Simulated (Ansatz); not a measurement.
The same path of F$_{3}$GeH (5 atoms, charge 0, multiplicity 1) was run 3 times with different band settings. Lost on the way: Ge1–H3. Made: F2–H3.

Theory: RKS PBE0-D4/def2-SVP (Ansatz 0.2.0).

Relaxed end points:

```xyz
5
Properties=species:S:1:pos:R:3
Ge 0.321 0.000 0.137
F 0.296 0.000 1.849
H 1.731 0.000 -0.420
F -0.577 1.372 -0.361
F -0.577 -1.372 -0.361
```

```xyz
5
Properties=species:S:1:pos:R:3
Ge 0.436 -0.571 -0.858
F 1.143 -0.004 1.293
H 0.668 0.778 1.041
F -0.060 1.123 -0.440
F -0.993 -1.325 -0.192
```

Common settings: movable images 7; climbing image yes; spring 5.0 eV/Å²; optimiser quadratic models (default); iteration limit 60; end points relaxed.

| run | start path | force threshold |
| --- | --- | --- |
| 1 | through a guess of the saddle point | 0.05 eV/Å |
| 2 | straight line | 0.05 eV/Å |
| 3 | through a guess of the saddle point | 0.5 eV/Å |

Question: What does each run give, and how far can it be trusted?

Answer: Run 1: converged after 13 iterations, highest image 2.466 eV above the first end. Neighbouring images differ by up to 1.7 eV, so the band resolves the path poorly. A vibrational analysis at the climbing image gives one clearly imaginary mode, 1329i cm⁻¹: a first-order saddle point.
Run 2: converged after 14 iterations, highest image 2.466 eV above the first end. Neighbouring images differ by up to 1.7 eV, so the band resolves the path poorly. Another band between the same ends (7 images) ends at a top of the same energy, where a vibrational analysis finds 1 clearly imaginary mode.
Run 3: converged after 11 iterations, highest image 2.468 eV above the first end. The threshold of 0.5 eV/Å is loose, so the images may lie well off the minimum-energy path. Neighbouring images differ by up to 1.7 eV, so the band resolves the path poorly. Another band between the same ends (7 images) ends at a top of the same energy, where a vibrational analysis finds 1 clearly imaginary mode.
The orbitals stay closed-shell, which can raise the energy where a bond breaks towards radicals; this wasn't checked here.
